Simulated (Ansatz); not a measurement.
C2H6N, charge +1, singlet, at a GFN2-xTB geometry; Ansatz (a first-principles code) with SVWN5/6-31G*.

Input for Ansatz:
Ansatz 0.2 input:
```yaml
crystal:
  periodic: [false, false, false]
  atoms:
    - {symbol: C, position_ang: [1.19670548, 0.19800153, -0.25514348]}
    - {symbol: N, position_ang: [0.15620289, -0.25883000, 0.29860321]}
    - {symbol: C, position_ang: [-1.19281822, 0.05866004, -0.04418099]}
    - {symbol: H, position_ang: [1.11956830, 0.90336850, -1.07597570]}
    - {symbol: H, position_ang: [2.18586447, -0.09844992, 0.07041593]}
    - {symbol: H, position_ang: [0.24717746, -0.92434630, 1.07269205]}
    - {symbol: H, position_ang: [-1.70467681, 0.47811026, 0.82533553]}
    - {symbol: H, position_ang: [-1.23680754, 0.76725567, -0.86945039]}
    - {symbol: H, position_ang: [-1.72786969, -0.85409755, -0.31729306]}
basis:
  gaussian:
    orbitals: 6-31G*
hamiltonian:
  xc: {name: SVWN5}
total_charge: 1
accuracy: high
```

What the program printed (banner, timings and long lists left out):

```
Functional definition: SVWN5
1348 factors; integrals over basis functions are off by at most 3.4e-9 eV
mean field evaluation 1: about -3607.4680 eV, gradient 7.8e1 eV
mean field evaluation 2: about -3584.5760 eV, gradient 1.2e2 eV
mean field evaluation 4: about -3621.2338 eV, gradient 7.6e0 eV
mean field evaluation 8: about -3621.3541 eV, gradient 1.3e-1 eV
mean field evaluation 16: about -3621.3541 eV, gradient 1.2e-6 eV
mean field -3621.35409093 eV, -133.0823081996 hartree, gradient 5.4e-8 eV, S^2 0.000000; 0 other end points of the search recorded, 0 dependent functions left out
reference -3621.35409300 eV, -133.0823082759 hartree; 12, 12 occupied and 45, 45 virtual orbitals, 1348 factors
Total energy: -3621.35409300 eV, -133.0823082759 hartree
```
